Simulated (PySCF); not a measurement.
CH3FOSi.
SMILES: `[SiH2](C=O)F`

A linear-response calculation (PySCF, def2-SVPD basis, gas phase, vertical, core orbitals frozen in the response) gave these numbers; the functional is withheld.

Orbital energies (eV): HOMO-3 -11.67, HOMO-2 -11.28, HOMO-1 -9.88, HOMO -7.35, LUMO -2.39, LUMO+1 -0.50, LUMO+2 0.28.

```tsv
state	E (eV)	f	main configurations (H = HOMO, L = LUMO)
S1	3.22	0.0009	H→L (99%)
S2	5.78	0.0004	H→L+1 (98%)
S3	6.61	0.0020	H→L+2 (71%), H-1→L (28%)
S4	6.73	0.058	H-1→L (67%), H→L+2 (28%)
S5	7.32	0.157	H→L+3 (83%), H→L+4 (15%)
S6	7.54	0.0028	H-2→L (94%)
```

Triplets (Tamm–Dancoff): T1 2.53 eV, H→L (99%); T2 5.50 eV, H→L+1 (53%), H-3→L (24%), H-1→L (20%); T3 5.55 eV, H→L+1 (44%), H-3→L (27%), H-1→L (26%); T4 6.43 eV, H→L+2 (92%).

Vertical ionisation energy by ΔSCF with the same functional: 10.03 eV. Mean static polarisability: 42.2 au.

**Question.** Which of these was used?
A. HF
B. PBE
C. CAM-B3LYP
D. B3LYP

**Answer.** D. B3LYP is a global hybrid with 20% exact exchange. In this run −ε(HOMO) = 7.35 eV differs from the ΔSCF value by -2.68 eV, and S1 differs from the orbital gap of 4.96 eV by -1.75 eV. The ratio −ε(HOMO)/IP is 0.73. Usual ranges for neutral molecules in this basis: 0.67 to 0.83 with B3LYP, 0.5 to 0.7 with PBE, 0.85 to 0.93 with CAM-B3LYP; with Hartree–Fock the ratio is 1 or more (Koopmans' value less the relaxation energy is the ΔSCF value).

Method used: TDDFT B3LYP/def2-SVPD, vertical, gas phase, core orbitals frozen in the response in PySCF 2.14.0, density-fitted response routines. One conformer (not necessarily the lowest) at the PBE0-D3(BJ)/def2-SVP geometry, without solvent, vibrations or thermal averaging.

The values belong to the conformer `[O:1]=[CH:2][SiH2:3][F:4]`: O1–C2–Si3–F4 179°.
